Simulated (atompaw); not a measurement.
# Gd: one change to a PAW (atompaw) potential, before and after

* Element: Gd
* Generator: atompaw 4.2.0.5
* Type: PAW
* Functional: PBEsol
* Relativity: scalar-relativistic
* Frozen core: [Kr] 4d10
* Valence charge: 18
* Reference configuration: 4f7 5s2 5p6 5d1 6s1.75 6p0 (charge +0.25)
* Partial waves: 5s (bound): rc 2.45 bohr; 6s (bound): rc 3.00 bohr; 5p (bound): rc 1.65 bohr; 6p (bound, empty): rc 3.00 bohr; 5d (bound): rc 3.00 bohr; 5d channel at 2.7 Ry: rc 3.00 bohr; 4f (bound): rc 1.25 bohr; 4f channel at 4.4 Ry: rc 1.25 bohr
* Local potential: troulliermartins scheme with l = 4 at 0 Ry, radius 2.60 bohr
* Core correction: smooth core density matched at 2.60 bohr
* Augmentation charge: besselshape compensation charge, radius 2.60 bohr; PAW radius 3.00 bohr; waves and projectors: modrrkj vanderbiltortho

All-electron outer shells of the reference configuration (PBEsol, scalar-relativistic, ld1.x):

```
shell  level (eV)  outermost node (bohr)  outermost maximum (bohr)
   4p     -277.55                   0.29                      0.54
   4d     -149.07                   0.27                      0.56
   5s      -51.24                   0.65                      1.20
   5p      -28.75                   0.70                      1.35
   4f      -10.20                      –                      0.56
   6s       -5.38                   1.60                      3.33
   5d       -3.93                   0.79                      1.95
   6p       -2.35                   1.92                      4.39
```

Change: all radii scaled by about 1.29 (s 3.16, p 2.12, d 3.86, f 1.60 bohr); local potential troulliermartins scheme with l = 4 at 0 Ry, radius 3.34 bohr; augmentation besselshape compensation charge, radius 3.34 bohr; PAW radius 3.86 bohr; waves and projectors: modrrkj vanderbiltortho; core correction smooth core density matched at 3.34 bohr.

Cutoffs: the cutoffs (Ry, on a coarse ladder) from which the occupation-weighted sum of valence levels, in a spherical-Bessel basis at the reference potential, stays within 10 and 1 mRy of its value at 400 Ry; they do not see the model core or the augmentation charge, which bear on the density cutoff.

Task: What does the change do?

Result: The potential gets softer (110 Ry and 180 Ry → 70 Ry and 100 Ry); a bound ghost appears in p, s, which as a rule spoils a file. A larger radius leaves more room for a smooth pseudo-wave, so fewer plane waves are needed.

```csv
quantity,base,changed
"cutoff, loose",110 Ry,70 Ry
"cutoff, tight",180 Ry,100 Ry
loose cutoff by channel (10 mRy a level),"s 8 Ry, p 15 Ry, d 8 Ry, f 70 Ry","s 6 Ry, p 12 Ry, d 6 Ry, f 45 Ry"
bound ghosts,none,"s, p"
lowest overlap eigenvalue by channel,"s 0.84, p 0.64, d 1.00, f 1.00","s 1.00, p 0.99, d 0.68, f 1.00"
```

 A true bound ghost makes a file unfit for plane-wave use even where its test errors are small: the radial tests pick states by their node count and pass the ghost by. The cutoffs see the waves, projectors and local potential, not the compensation charge or the core.
